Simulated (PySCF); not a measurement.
# TiF and its ions

B2PLYP; PySCF, no relativity, basis sets Ti def2-TZVPPD, F def2-TZVPPD. Neutral (UKS): quartet (σ ↑, δ ↑↑), Re = 1.784 Å, ωe = 702 cm⁻¹, HOMO -5.56 eV, LUMO -1.31 eV.

TiF⁻ (UKS): triplet (π ↑, δ ↑), Re = 1.894 Å, ωe = 549 cm⁻¹. The energies at the minima are -949.11507 hartree for TiF and -949.14886 for TiF⁻.

Q: Work out the adiabatic electron affinity, without and with harmonic zero-point energies (1 hartree = 27.2114 eV, 1 eV = 8065.5 cm⁻¹), and the change of the bond length.

A: At B2PLYP: 0.03379 hartree = 0.919 eV between the minima; the zero-point term (702.0 − 549.0)/2 cm⁻¹ = +0.009 eV makes it 0.929 eV. Re changes by +11.0 pm against the neutral. More than one orbital changes its filling between the two states.

Correlated steps freeze 6 core orbitals. De is left out where the level can put another filling of the metal’s s and d shells below the measured ground configuration, by anything from nothing to about 1 eV. The highest Kohn–Sham level is positive in this anion. Much of that is self-interaction error, but it also means that the finite basis helps to hold the extra electron. B2PLYP dipoles, levels and charges come from its SCF part alone. The state is the lowest single determinant that the PBE0 search found; with open d or f shells the true ground state can be another one.
